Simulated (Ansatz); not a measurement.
H4Sn (SMILES [SnH4]), charge 0, multiplicity 1, relaxed at each level with Ansatz (a program for electronic structure); harmonic frequencies from differences of analytic forces, average atomic masses, frozen cores. Elements past Kr take the def2 small-core potentials, without spin–orbit coupling.

| level | harmonic frequencies (cm⁻¹) | ZPE (eV) | cost over HF/def2-TZVPP (rough) |
|---|---|---|---|
| HF/def2-TZVPP | 757 757 757 811 811 2015 2015 2015 2045 | 0.743 | ×1 |
| PBE/def2-TZVPP | 655 655 655 726 726 1877 1890 1890 1890 | 0.680 | ×2 |
| r2SCAN/def2-TZVPP | 681 681 681 757 757 1943 1951 1951 1951 | 0.704 | ×1 |
| PBE0/def2-TZVPP | 686 686 686 755 755 1955 1957 1957 1957 | 0.706 | ×0.8 |
| MP2/def2-TZVPP | 714 714 714 774 774 1996 1996 1996 2008 | 0.725 | ×2 |
| CCSD(T)/def2-TZVPP | 695 695 695 752 752 1944 1944 1944 1952 | 0.705 | ×8 |
